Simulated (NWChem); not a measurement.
CH₄ClFSi; SMILES C[SiH](F)Cl

```xyz
8

Si    -0.0931     0.4038    -0.3781
C      1.3493     1.3661     0.2678
F     -1.4504     0.9397     0.3284
Cl     0.1114    -1.5862     0.1130
H     -0.2878     0.5021    -1.8447
H      1.2372     2.4349     0.0273
H      2.2883     1.0050    -0.1785
H      1.4223     1.2607     1.3608
```
Atoms are numbered in this order, from 1.

Structure relaxed at the PBE0/def2-SVP level.

**Question.** Give the principal values of the shielding tensors (ppm) of Si1, C2, F3, Cl4 from PBE/pcSseg-1, GIAO (NWChem), with their diamagnetic and paramagnetic parts as GIAO splits them.

**Answer.** 
```tsv
atom	σ11	σ22	σ33	isotropic	diamagnetic	paramagnetic
Si1	268.9	314.1	347.7	310.2	880.5	-570.3
C2	166.0	173.6	188.9	176.2	255.5	-79.3
F3	250.6	318.5	358.7	309.3	473.1	-163.8
Cl4	687.8	888.9	977.1	851.3	1148.7	-297.4
```
